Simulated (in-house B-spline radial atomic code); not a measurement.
Radial electron density of Xe4+, [Kr] 4d10 5s2 5p2. Computed with a B-spline radial code for spherical atoms: non-relativistic LC-wPBE, spin-polarised, spherical fractional occupations, exact exchange averaged over the configuration, point nucleus.

Columns: r (bohr), 4πr²n(r) (electrons per bohr), bar.

```
  0.0013    2.054 #
  0.0016    3.012 #
 0.00197    4.387 ##
 0.00243    6.352 ###
 0.00299    9.053 ####
 0.00369    12.79 ######
 0.00455    17.72 #########
  0.0056    23.97 ############
 0.00691     31.7 ################
 0.00851    40.51 ####################
  0.0105    49.89 #########################
  0.0129    58.44 #############################
  0.0159       65 ################################
  0.0196    68.01 #################################
  0.0242    66.93 #################################
  0.0298    63.18 ###############################
  0.0368    60.16 ##############################
  0.0453    62.15 ###############################
  0.0558    70.89 ###################################
  0.0688    82.81 #########################################
  0.0848    89.54 ############################################
   0.105    84.67 ##########################################
   0.129     72.7 ####################################
   0.159    65.72 ################################
   0.196    70.45 ###################################
   0.241    75.95 #####################################
   0.297     66.2 #################################
   0.366    43.28 #####################
   0.451    26.91 #############
   0.556    26.46 #############
   0.686    29.88 ###############
   0.845    24.98 ############
    1.04    15.03 #######
    1.28    7.796 ####
    1.58     4.65 ##
    1.95    3.019 #
     2.4    1.525 #
    2.96    0.488 
    3.65  0.09169 
     4.5 0.009061 
    5.54 0.0004243 
    6.83 7.189e-06
```

On this grid the curve has 4 maxima, near 0.0196, 0.0848, 0.241, 0.686 bohr.

The 5s up radial function P(r) = rR(r), positive near the nucleus:

```csv
r (bohr),P
0.00037,0.007905
0.000563,0.0119
0.000854,0.01777
0.0013,0.02639
0.00197,0.03854
0.00299,0.05524
0.00455,0.07687
0.00691,0.1015
0.0105,0.1229
0.0159,0.1272
0.0242,0.09112
0.0368,-0.006063
0.0558,-0.1437
0.0848,-0.2121
0.129,-0.05249
0.196,0.2553
0.297,0.2282
0.451,-0.2879
0.686,-0.4046
1.04,0.3459
1.58,0.8931
2.4,0.5672
3.65,0.1156
5.54,0.005632
```
